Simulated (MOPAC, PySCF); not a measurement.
[Zr(F)4], neutral singlet in the gas phase. 

Z-matrix (Å, degrees):
```
Zr
F 1 1.9077
F 1 1.9081 2 109.37
F 1 1.9083 2 109.32 3 -119.65
F 1 1.9089 2 109.48 4 -120.27
```
Charge 0, spin multiplicity 1.

All levels are single points at this geometry (TPSS-D3(BJ)/def2-SVP); Pople sets use spherical d functions. Orbital energies aren't observables, and empty levels follow the basis.

PBE-D3(BJ)/def2-TZVP in PySCF gives dipole (D) = 0.02.

Q: Estimate the dipole (D) from each of these levels: TPSSh-D3(BJ)/def2-TZVP in PySCF; B3LYP/6-31G* (LANL2DZ on Zr) in PySCF; B3LYP/LANL2DZ in PySCF; M06-2X/6-31G* (LANL2DZ on Zr) in PySCF; PBE/6-31G* (LANL2DZ on Zr) in PySCF; SVWN5/6-31G* (LANL2DZ on Zr) in PySCF; HF/6-31G* (LANL2DZ on Zr) in PySCF; PM7 in MOPAC.

A: 
| level | dipole (D) |
|---|---|
| TPSSh-D3(BJ)/def2-TZVP in PySCF | 0.02 |
| B3LYP/6-31G* (LANL2DZ on Zr) in PySCF | 0.02 |
| B3LYP/LANL2DZ in PySCF | 0.02 |
| M06-2X/6-31G* (LANL2DZ on Zr) in PySCF | 0.02 |
| PBE/6-31G* (LANL2DZ on Zr) in PySCF | 0.02 |
| SVWN5/6-31G* (LANL2DZ on Zr) in PySCF | 0.02 |
| HF/6-31G* (LANL2DZ on Zr) in PySCF | 0.03 |
| PM7 in MOPAC | 0.03 |
